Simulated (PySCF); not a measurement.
Isomers of C2H7FSSi.

All values: wB97X-D/def2-SVPD (PySCF) at GFN2-xTB geometries, gas phase, one conformer each. Core orbitals are frozen in the response; Δα² is half the sum of the squared differences of the principal polarisabilities.

Problem. Rank by polarisability anisotropy Δα, lowest first.
A. `[CH3:1][S:2][SiH2:3][CH2:4][F:5]` with C1–S2–Si3–C4 180°, S2–Si3–C4–F5 180°
B. `[CH3:1][C@H:2]([F:3])[SiH2:4][SH:5]` with C1–C2–Si4–S5 180°, C2–Si4–S5–H -36°
C. `[F:1][CH2:2][CH2:3][SiH2:4][SH:5]` with F1–C2–C3–Si4 59°, C2–C3–Si4–S5 70°, C3–Si4–S5–H 177°

Solution. C (2.16 Å³), B (3.30 Å³), A (3.68 Å³).

All values together:

| SMILES | μ (D) | HOMO (eV) | LUMO (eV) | α (Å³) | Δα (Å³) |
| --- | --- | --- | --- | --- | --- |
| CS[SiH2]CF | 1.84 | -8.84 | 1.57 | 10.87 | 3.68 |
| CSC[SiH2]F | 1.76 | -8.33 | 1.54 | 10.39 | 2.33 |
| C[C@H](F)[SiH2]S | 2.25 | -9.24 | 1.65 | 10.84 | 3.30 |
| FCC[SiH2]S | 1.57 | -9.21 | 1.70 | 10.75 | 2.16 |

Conformers: `[CH3:1][S:2][SiH2:3][CH2:4][F:5]` with C1–S2–Si3–C4 180°, S2–Si3–C4–F5 180°; `[CH3:1][S:2][CH2:3][SiH2:4][F:5]` with C1–S2–C3–Si4 69°, S2–C3–Si4–F5 170°; `[CH3:1][C@H:2]([F:3])[SiH2:4][SH:5]` with C1–C2–Si4–S5 180°, C2–Si4–S5–H -36°; `[F:1][CH2:2][CH2:3][SiH2:4][SH:5]` with F1–C2–C3–Si4 59°, C2–C3–Si4–S5 70°, C3–Si4–S5–H 177°.
